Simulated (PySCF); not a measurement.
Gas-phase reaction: ZrCl₄ + O → ZrOCl₂ + Cl₂

Method: PySCF energies plus ideal-gas RRHO corrections (1 bar). † marks an energy on the PBE0/def2-TZVP geometry and frequencies; other levels use their own. MP2 and CCSD(T) freeze the core. Open shells (unrestricted): O (multiplicity 3, electronic degeneracy 9); the rest are closed-shell singlets. Spin-orbit splitting is ignored; it lowers the true energy and changes the entropy of O. Zr: scalar-relativistic def2 core potential, no spin-orbit coupling. ZrOCl₂: computed as isolated molecules; such fragments, hydroxides, amides, oligomers or adducts are transient or little studied in the gas. MP2 isn't extrapolated to the basis-set limit; its ΔH°(298 K) is 35.9 kJ in def2-SVP and -18.6 kJ in def2-TZVPP. CCSD(T) isn't extrapolated to the basis-set limit; its ΔH°(298 K) is 82.0 kJ in def2-SVP and 29.4 kJ in def2-TZVPP. The harmonic model lacks anharmonicity and excited electronic states, which grow with temperature; levels with a mode under 35 cm⁻¹ are left out. Soft modes under 120 cm⁻¹ make the harmonic entropy rough for ZrCl₄, ZrOCl₂. Warning, large T1 diagnostic: ZrOCl₂ (CCSD(T)/def2-SVP†).

```
level               ΔE electronic, kJ  ΔH°(298 K), kJ  ΔS°(298 K), J/K  ΔG°(1600 K), kJ
------------------  -----------------  --------------  ---------------  ---------------
CCSD(T)/def2-SVP†                  81              82               33               45
M06-2X/def2-TZVP†                  21              22               33              -16
MP2/def2-SVP†                      35              36               33               -2
PBE0/def2-SVP†                     50              51               33               13
PBE0/def2-TZVP                     16              17               33              -20
LDA/def2-TZVP†                    -96             -96               33             -133
ωB97M-V/def2-TZVP†                 13              14               33              -24
ωB97X-V/def2-TZVP†                 14              15               33              -23
```
ΔH° is lowest at LDA/def2-TZVP† and highest at CCSD(T)/def2-SVP†. No reference value is set beside these.
